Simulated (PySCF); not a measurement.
C₅H₉Cl, SMILES CCC/C=C\Cl.

Geometry: PBE-D3(BJ)/def2-SVP. The values are those of a single conformer.

Two levels are set side by side: PBE/def2-TZVP (PySCF) and r2SCAN/def2-TZVP (PySCF). Same geometry, gas phase. Differences are taken from unrounded values.

```csv
quantity,r2SCAN
orbital gap (eV),5.33
highest occupied level (eV),-6.18
lowest empty level (eV),-0.85
dipole moment (D),1.63
mean polarisability (bohr³),76.2
```

Task: What does PBE give, and how far is it from r2SCAN? (Estimate from the structure and the level; the computed values follow.)

Result: 
| quantity | PBE | PBE minus r2SCAN |
|---|---|---|
| orbital gap (eV) | 4.93 | -0.41 |
| highest occupied level (eV) | -5.97 | 0.21 |
| lowest empty level (eV) | -1.04 | -0.19 |
| dipole moment (D) | 1.52 | -0.11 |
| mean polarisability (bohr³) | 77.5 | 1.3 |

Rough cost on one machine, each run with all the roots and properties that it gave: r2SCAN against PBE about 3 times.
